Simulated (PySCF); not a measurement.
BH8NOSi: core ionisation energies

BH8NOSi.
Atom-mapped SMILES: `[NH3+:1][BH2-:2][O:3][SiH3:4]`

Method used: delta-SCF UKS SCAN, pcX-2 on the ionised atom, pcseg-1 elsewhere, spin-free X2C (PySCF 2.14.0). Binding energies are ΔSCF values: E(core-ionised, relaxed orbitals) − E(ground state) at a fixed geometry, referred to the vacuum level.

Q: Give the core binding energies atom by atom.

A: 
```tsv
atom(s)	bonded to	level	binding energy (eV)	2p1/2 (eV)	count
N1	3 H and B	N 1s	408.10	–	1
B2	O, N and 2 H	B 1s	195.35	–	1
O3	B and Si	O 1s	536.79	–	1
Si4	O and 3 H	Si 2p3/2	106.68	107.30	1
Si4	O and 3 H	Si 1s	1846.59	–	1
```

Q: Express the binding energy of Si 2p3/2 of Si4 in atomic units and per mole.

A: 106.68 eV = 3.9204 Eh = 10293 kJ/mol.

2p3/2 and 2p1/2 are the ΔSCF energy of one spin-free 2p hole plus the eigenvalues of a spin–orbit and ligand-field matrix of the shell. 2p1/2 minus 2p3/2 (ligand field included): Si 0.62 eV. Isolated species at its PBE0-D3(BJ)/def2-SVP geometry (one conformer only).

Conformer computed: `[NH3+:1][BH2-:2][O:3][SiH3:4]`: N1–B2–O3–Si4 179°.
